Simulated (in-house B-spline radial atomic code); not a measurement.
Inner-shell binding energies (edges) and X-ray emission energies of free atoms and ions, as differences of relaxed hole-state energies with first-order Breit, QED and recoil terms, without correlation or multiplet splittings, in NIST's listed ground configurations. For neutral atoms such line energies lie within some 1 to 5 eV of tabulated X-ray lines (up to 20 eV for the heaviest). Removing outer electrons raises all edges nearly alike, so lines move far less than edges. K = 1s, L1 = 2s, L2 = 2p1/2, L3 = 2p3/2, M3 = 3p3/2. A dash marks a subshell that is part filled or wasn't run, or a line left out. Computed with an all-electron radial atomic-structure program (B-spline basis): Dirac-Hartree-Fock, average of the configuration, finite nuclei.

| ion | configuration | L1 edge (eV) | L3 edge (eV) | K-L3 (eV) | K-L2 (eV) | K-M3 (eV) |
| --- | --- | --- | --- | --- | --- | --- |
| Mn | [Ar] 3d5 4s2 | 784.96 | 653.81 | 5896.67 | 5886.5 | 6487.6 |
| Mn2+ | [Ar] 3d5 | ? | ? | ? | ? | ? |
| Mn3+ | [Ar] 3d4 | 826.55 | 695.47 | 5896.27 | 5886.1 | 6490.67 |
| Mn4+ | [Ar] 3d3 | 851.7 | 720.52 | 5895.49 | 5885.32 | 6494.19 |
| Mn5+ | [Ar] 3d2 | ? | ? | ? | ? | ? |
| Mn6+ | [Ar] 3d1 | 910.48 | 779.12 | 5893.92 | 5883.74 | 6504.54 |
| Mn7+ | [Ne] 3s2 3p6 | 943.79 | 812.37 | 5893.22 | 5883.03 | 6511.4 |

(1) Fill in the row of Mn2+.

(2) Fill in the row of Mn5+.

Answers

(1) L1 edge (eV): 804.56; L3 edge (eV): 673.57; K-L3 (eV): 5897; K-L2 (eV): 5886.83; K-M3 (eV): 6488.22.

(2) L1 edge (eV): 879.74; L3 edge (eV): 748.46; K-L3 (eV): 5894.69; K-L2 (eV): 5884.52; K-M3 (eV): 6498.81.
